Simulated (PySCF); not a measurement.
Nuclear repulsion and electron count by hand

System: CrFO2 (SMILES [O]=[Cr](=[O])[F]), doublet, geometry from GFN2-xTB (such geometries of metal compounds can be far from the true shape) (the multiplicity is a formal guess). Level: WB97X/STO-3G in PySCF. Sums are taken with unrounded values, so a last digit can differ.

Coordinates (Å):

```
atom         x         y         z
----  --------  --------  --------
Cr1    0.02077  -0.01911   0.01856
O2     1.47024  -0.30502  -0.40979
O3    -0.42309  -0.65838   1.34539
F4    -0.98618   0.90732  -0.88113
```

### Question
Work out the nuclear repulsion energy and the numbers of alpha and beta electrons.

### Answer
In atomic units each pair adds Z_i Z_j / r_ij, with r in bohr (1 bohr = 0.529177 Å).
| pair | r (Å) | r (bohr) | Z_i Z_j | term (Eh) |
|---|---|---|---|---|
| Cr1-O2 | 1.5382 | 2.9069 | 192 | 66.0509 |
| Cr1-O3 | 1.5382 | 2.9068 | 192 | 66.0509 |
| Cr1-F4 | 1.6376 | 3.0946 | 216 | 69.7997 |
| O2-O3 | 2.6058 | 4.9243 | 64 | 12.9969 |
| O2-F4 | 2.7796 | 5.2526 | 72 | 13.7075 |
| O3-F4 | 2.7796 | 5.2526 | 72 | 13.7075 |
The sum is 242.3134 Eh; PySCF gives 242.3134 Eh. The atomic numbers add up to 49, so at charge +0 there are 49 electrons; multiplicity 2 means 1 unpaired, so 25 alpha and 24 beta.
